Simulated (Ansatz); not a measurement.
This singlet lies 1.94 eV below the relaxed triplet at the level B3LYP/cc-pVTZ // PBE0-D3(BJ)/def2-TZVP (Ansatz, a first-principles code).

Method: PBE0-D3(BJ)/def2-TZVP run with Ansatz. No frequencies were computed at this level.

Ansatz 0.2 input:
```yaml
crystal:
  periodic: [false, false, false]
  atoms:
    - { symbol: C, position_ang: [2.141372, 0.074602, 0.105222] }
    - { symbol: C, position_ang: [1.00454, -0.221249, -0.161913] }
    - { symbol: Si, position_ang: [-0.608376, -0.910637, -0.815703] }
    - { symbol: N, position_ang: [-1.651203, 0.028195, 0.172051] }
    - { symbol: H, position_ang: [3.117434, 0.363433, 0.378585] }
    - { symbol: H, position_ang: [-2.653176, -0.042968, 0.129594] }
    - { symbol: H, position_ang: [-1.350588, 0.708626, 0.855775] }
basis:
  gaussian: { orbitals: def2-tzvp }
hamiltonian:
  xc: pbe0
  dispersion: d3bj
relax:
  max_steps: 150
```

Output:

```
Functional definition: PBE0
915 factors; their error is unknown
mean field evaluation 1: about -11471.6019 eV, gradient 7.1e1 eV
mean field evaluation 2: about -11454.5132 eV, gradient 1.0e2 eV
mean field evaluation 4: about -11482.2347 eV, gradient 7.6e0 eV
mean field evaluation 8: about -11482.3835 eV, gradient 2.0e-1 eV
mean field evaluation 16: about -11482.4226 eV, gradient 4.5e-4 eV
mean field -11482.42263526 eV, -421.9712487803 hartree, gradient 1.4e-5 eV, S^2 0.000000; 0 other end points of the search recorded, 0 dependent functions left out
reference -11482.42266249 eV, -421.9712497810 hartree; 18, 18 occupied and 130, 130 virtual orbitals, 915 factors
relax step   1: F+E_penalty+E_count = -11482.54814593 eV  Δ(F+E_penalty+E_count) = +0.000e0 eV  max|allowed force component| = 8.494e-1 eV/Å  Δτ_max = 0.0000 Å  (30 SCF iters, accepted)
these checks for a lower state are left out or cut short: starts, cluster_reference, orbital_swaps, neighbouring_geometries, increment
915 factors; their error is unknown
mean field -11482.43168741 eV, -421.9715814405 hartree, gradient 2.7e-5 eV, S^2 0.000000; 0 other end points of the search recorded, 0 dependent functions left out
reference -11482.43171464 eV, -421.9715824414 hartree; 18, 18 occupied and 130, 130 virtual orbitals, 915 factors
relax step   2: F+E_penalty+E_count = -11482.55729066 eV  Δ(F+E_penalty+E_count) = -9.145e-3 eV  max|allowed force component| = 1.380e-1 eV/Å  Δτ_max = 0.0103 Å  (32 SCF iters, accepted)
these checks for a lower state are left out or cut short: starts, cluster_reference, orbital_swaps, neighbouring_geometries, increment
915 factors; their error is unknown
mean field evaluation 32: about -11482.4334 eV, gradient 2.7e-5 eV
mean field -11482.43340526 eV, -421.9716445702 hartree, gradient 2.7e-5 eV, S^2 0.000000; 0 other end points of the search recorded, 0 dependent functions left out
reference -11482.43343247 eV, -421.9716455705 hartree; 18, 18 occupied and 130, 130 virtual orbitals, 915 factors
relax step   3: F+E_penalty+E_count = -11482.55906191 eV  Δ(F+E_penalty+E_count) = -1.771e-3 eV  max|allowed force component| = 5.903e-2 eV/Å  Δτ_max = 0.0084 Å  (34 SCF iters, accepted)
these checks for a lower state are left out or cut short: starts, cluster_reference, orbital_swaps, neighbouring_geometries, increment
915 factors; their error is unknown
mean field -11482.43378139 eV, -421.9716583928 hartree, gradient 2.5e-5 eV, S^2 0.000000; 0 other end points of the search recorded, 0 dependent functions left out
reference -11482.43380861 eV, -421.9716593933 hartree; 18, 18 occupied and 130, 130 virtual orbitals, 915 factors
relax step   4: F+E_penalty+E_count = -11482.55942426 eV  Δ(F+E_penalty+E_count) = -3.624e-4 eV  max|allowed force component| = 5.293e-2 eV/Å  Δτ_max = 0.0048 Å  (34 SCF iters, accepted)
these checks for a lower state are left out or cut short: starts, cluster_reference, orbital_swaps, neighbouring_geometries, increment
915 factors; their error is unknown
mean field -11482.43417966 eV, -421.9716730292 hartree, gradient 2.6e-5 eV, S^2 0.000000; 0 other end points of the search recorded, 0 dependent functions left out
reference -11482.43420689 eV, -421.9716740296 hartree; 18, 18 occupied and 130, 130 virtual orbitals, 915 factors
relax step   5: F+E_penalty+E_count = -11482.55982534 eV  Δ(F+E_penalty+E_count) = -4.011e-4 eV  max|allowed force component| = 2.783e-2 eV/Å  Δτ_max = 0.0071 Å  (32 SCF iters, accepted)
these checks for a lower state are left out or cut short: starts, cluster_reference, orbital_swaps, neighbouring_geometries, increment
915 factors; their error is unknown
mean field -11482.43428743 eV, -421.9716769896 hartree, gradient 2.7e-5 eV, S^2 0.000000; 0 other end points of the search recorded, 0 dependent functions left out
reference -11482.43431465 eV, -421.9716779899 hartree; 18, 18 occupied and 130, 130 virtual orbitals, 915 factors
relax step   6: F+E_penalty+E_count = -11482.56004157 eV  Δ(F+E_penalty+E_count) = -2.162e-4 eV  max|allowed force component| = 5.829e-3 eV/Å  Δτ_max = 0.0122 Å  (32 SCF iters, accepted)
915 factors; their error is unknown
mean field evaluation 64: about -11481.4659 eV, gradient 1.9e1 eV
mean field -11482.43428743 eV, -421.9716769896 hartree, gradient 2.6e-5 eV, S^2 0.000000; 1 other end points of the search recorded, 0 dependent functions left out
reference -11482.43431465 eV, -421.9716779899 hartree; 18, 18 occupied and 130, 130 virtual orbitals, 915 factors
Total energy: -11482.56006879 eV, -421.9762993692 hartree
Atom 0 at     2.127147     0.080693     0.115133 Å, force     0.005829     0.001109     0.001385 eV/Å
Atom 1 at     0.994719    -0.236201    -0.175412 Å, force    -0.004652     0.002230     0.001896 eV/Å
Atom 2 at    -0.616673    -0.906615    -0.812281 Å, force     0.000866    -0.005695    -0.005182 eV/Å
Atom 3 at    -1.639858     0.032958     0.176336 Å, force    -0.004025     0.002411     0.001839 eV/Å
Atom 4 at     3.119657     0.367452     0.379166 Å, force     0.001588    -0.000916    -0.001284 eV/Å
Atom 5 at    -2.642648    -0.050462     0.120802 Å, force    -0.001896    -0.002183    -0.002471 eV/Å
Atom 6 at    -1.342341     0.712176     0.859867 Å, force     0.002290     0.003043     0.003817 eV/Å
Dipole moment:    -0.138563     0.269789     0.279216 e Å
```

Cost: very roughly 20 core-seconds.
